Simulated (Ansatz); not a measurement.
Ti3B3, relaxed as a doublet with UKS r2SCAN-D4/def2-SVP in Ansatz, starting from the GFN2-xTB geometry. Force threshold 0.02 eV/Å.

The charge 0 doublet is spin-contaminated (final ⟨S²⟩ up to 1.66, 0.75 for a pure state). The relaxation made no stability test and no search for a lower SCF solution. No other spin state of charge 0 was run. Another isomer (quartet) lies 0.24 eV lower at PBE0-D4/def2-TZVP; other spin states weren't run for this one.

Start:

```xyz
6

Ti    1.578    0.542    0.122
Ti   -1.184    1.188    0.032
Ti   -0.279   -1.183   -1.148
B    -0.862   -0.841    1.040
B     0.210    0.904   -1.635
B     0.537   -0.610    1.588
```

Estimate the energy that the relaxation releases and the steps that it takes.

30.7 kcal/mol, in 9 steps; 1.7 min on 4 threads of Arm Neoverse V2 on a shared host. No frequencies were taken in this run, so the end may be a saddle point.

Does the start keep its bonding?

By distances, no bond broke or formed. The bond that changes most is Ti3–B6, from 2.91 to 2.20 Å (atoms count from 1). The end is the same structure that another start reached, the lowest one found.

Predict the relaxed structure.


Cartesian coordinates in Å:
```
Ti 1.668 0.636 -0.061
Ti -0.994 1.012 0.194
Ti -0.146 -1.103 -0.855
B -1.129 -0.923 1.019
B 0.231 0.838 -1.485
B 0.370 -0.460 1.188
```
Bond lengths (bridged metal pairs left out): 8 × B–Ti 2.03 to 2.24 Å; 3 × Ti–Ti 2.51 to 2.70 Å; 1 × B–B 1.58 Å.
